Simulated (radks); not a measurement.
Task: Te, configuration [Kr] 4d10 5s2 5p4. All-electron calculation, Dirac Kohn-Sham, LDA (Slater exchange, Perdew-Wang correlation), spin-unpolarised, spherical densities, finite nucleus; open shells are shared between the two j in proportion to 2j + 1; Fermi nuclear charge, rms radius 4.7423 fm. Program: a radial shooting solver on a logarithmic mesh with Libxc functionals.

Spin-orbit splittings of the eigenvalues, e(l+1/2) - e(l-1/2), with zeta = 2 splitting/(2l+1) and mean radii in bohr:

shell  occ.  splitting (eV)  zeta (eV)  <r> j=l-1/2  <r> j=l+1/2
2p        6           274.1      182.7       0.1009       0.1064
3p        6           51.07      34.05       0.3126       0.3240
3d       10           10.69      4.277       0.2949       0.2985
4p        6           9.802      6.534       0.8015       0.8307
4d       10           1.476     0.5906       0.9661       0.9786
5p        4               ?          ?        2.573        2.707

Estimate the 5p splitting.

Result: 0.8208 eV (zeta = 0.5472 eV).
